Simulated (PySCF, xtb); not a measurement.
C3H4BNO2, SMILES O=C1CB(O)C=N1. The values are those of a single conformer.

Harmonic wavenumbers (cm⁻¹) from GFN2-xTB run with xtb 6.7.1 at its own minimum, in rising order: 49, 205, 296, 362, 488, 528, 584, 640, 679, 756, 799, 846, 882, 898, 1020, 1028, 1120, 1167, 1240, 1407, 1419, 1639, 1797, 2978, 3024, 3029, 3584.

Question: What does PBE-D3(BJ)/def2-SVP in PySCF 2.14.0 give at its own minimum? (Estimate from the structure and the level; the computed values follow.)

Answer: 20, 199, 303, 343, 488, 528, 574, 641, 667, 751, 763, 784, 918, 930, 1047, 1055, 1101, 1215, 1269, 1303, 1458, 1574, 1811, 3005, 3009, 3049, 3708. Paired by order, the mean absolute difference is 30 cm⁻¹ and the zero-point energies are 46.4 and 46.5 kcal/mol.
